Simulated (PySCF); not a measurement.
Si(H)(Et)(OH)2 (C2H8O2Si), SMILES CC[SiH](O)O.

Geometry: PBE0-D3(BJ)/def2-SVP. Other conformers were not sampled.

Two levels are set side by side: TDDFT-PBE/def2-SVPD (PySCF) and TDDFT-M06-2X/def2-SVPD (PySCF). Vertical, same geometry. The lowest singlet is HOMO→LUMO 99 % with PBE and HOMO→LUMO 76 % with the other functional; states are paired by order. Differences are taken from unrounded values.

```json
[
 {"quantity": "lowest singlet excitation (eV)", "TDDFT-PBE": "6.36"},
 {"quantity": "lowest triplet excitation (TDA) (eV)", "TDDFT-PBE": "6.22"}
]
```

Problem. These are the TDDFT-PBE values. What does TDDFT-M06-2X give? (Estimate from the structure and the level; the computed values follow.)

Solution. 
```csv
quantity,TDDFT-M06-2X,TDDFT-PBE minus TDDFT-M06-2X
lowest singlet excitation (eV),7.55,-1.19
lowest triplet excitation (TDA) (eV),7.38,-1.16
```

Functionals without exact exchange tend to place singlet excitations lower, as here. Differences between two approximate levels are no errors against the true value.

Rough cost on one machine, each run with all the roots and properties that it gave: TDDFT-M06-2X against TDDFT-PBE about 20 times.
